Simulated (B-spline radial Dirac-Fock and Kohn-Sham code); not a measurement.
# Subshell cross sections of Ar¹³⁺, photon energy 8940 eV

System: Ar¹³⁺, configuration [He] 2s2 2p1.

Model: independent-particle photoionisation in a Dirac-Hartree-Slater potential with a Latter tail, all multipoles, thresholds from Dirac-Fock ΔSCF. Program: a radial B-spline solver. The asymmetry parameter β is from the dipole term alone. Kinetic energies are from the vacuum level. Open shells are spread statistically over j, without multiplet splitting.

```tsv
subshell	electrons	binding (eV)	kinetic (eV)	σ (kb)	β
K (1s)	2	3834.7	5105.3	?	?
L1 (2s)	2	785.8	8154.2	0.461	2.00
L2 (2p1/2)	0.33	756.1	8183.9	0.00824	0.48
L3 (2p3/2)	0.67	753.1	8186.9	0.0157	0.46
```

Question: What are σ and β for K (1s)?

Answer: σ = 5.32 kb, the largest of all subshells and 92 % of the total, and β = 2.00.

Values without a named source are computed, but for edge energies of neutral atoms, which are taken from tables.
